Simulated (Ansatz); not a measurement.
```yaml
crystal:
  periodic: [false, false, false]
  atoms:
    - {symbol: F, position_ang: [2.307390, -0.422906, 1.177271]}
    - {symbol: C, position_ang: [0.850172, -0.684281, 0.914664]}
    - {symbol: F, position_ang: [0.466919, -1.811102, 1.833412]}
    - {symbol: S, position_ang: [0.539622, -1.198984, -1.045661]}
    - {symbol: Si, position_ang: [-0.886067, 0.717879, -0.998009]}
    - {symbol: S, position_ang: [-0.274507, 0.987211, 1.296041]}
    - {symbol: H, position_ang: [-0.407756, 1.958475, -1.989930]}
    - {symbol: H, position_ang: [-2.492510, 0.389868, -1.250286]}
basis:
  gaussian: {orbitals: cc-pVDZ}
hamiltonian: {xc: {name: r2SCAN}}
```

```sh
$ ansatz run in.yaml --threads 4 --pin off --events-out ev --progress --plain --max-ram 10444MiB
```

It prints (some lines left out):

```
Functional definition: r2SCAN
1308 factors; their error is unknown
mean field evaluation 1: about -36043.7249 eV, gradient 3.2e1 eV
mean field evaluation 2: about -36036.5789 eV, gradient 7.2e1 eV
mean field evaluation 4: about -36045.4731 eV, gradient 3.4e0 eV
mean field evaluation 8: about -36045.5092 eV, gradient 1.4e-1 eV
mean field evaluation 16: about -36045.4514 eV, gradient 2.1e-4 eV
mean field -36045.45144863 eV, -1324.6459082528 hartree, gradient 2.3e-5 eV, S^2 0.000000; 0 other end points of the search recorded, 0 dependent functions left out
reference -36045.45145660 eV, -1324.6459085457 hartree; 36, 36 occupied and 70, 70 virtual orbitals, 1308 factors
Total energy: -36045.45145660 eV, -1324.6459085457 hartree
```

Hardware: 4 threads of an Intel Xeon Platinum 8259CL on a shared host. Wall time 2.7 s, peak host memory 0.21 GiB.
